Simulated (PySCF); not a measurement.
HS₂, SMILES [S]S, multiplicity 2. Atoms are numbered in the order given.

```xyz
3

S      0.0141     1.0205     0.0000
S     -0.0904    -0.9391     0.0000
H      1.2199    -1.3024     0.0000
```
Charge 0, spin multiplicity 2.

Coordinates come from a r2SCAN-D4/def2-TZVP optimisation. The isomer is the one that the SMILES or the coordinates give; other isomers of the formula were not compared.

Two levels are set side by side: PBE/pcH-1 (PySCF) and PBE0/pcH-1 (PySCF). Contact hyperfine couplings, same geometry. Differences are taken from unrounded values.

| quantity | PBE |
|---|---|
| A(iso) of 33S, atom S1 (MHz) | -3.5 |
| A(iso) of 33S, atom S2 (MHz) | 3.2 |
| A(iso) of 1H, atom H3 (MHz) | -19.2 |

Problem. These are the PBE values. What does PBE0 give? (An estimate is asked for; the answer gives what the named calculation found.)

Solution. 
```
quantity                       PBE0  PBE minus PBE0
----------------------------  -----  --------------
A(iso) of 33S, atom S1 (MHz)    5.8            -9.3
A(iso) of 33S, atom S2 (MHz)   11.2            -8.0
A(iso) of 1H, atom H3 (MHz)   -19.3             0.1
```

Rough cost on one machine, each run with all the roots and properties that it gave: PBE0 against PBE within a factor of 2.
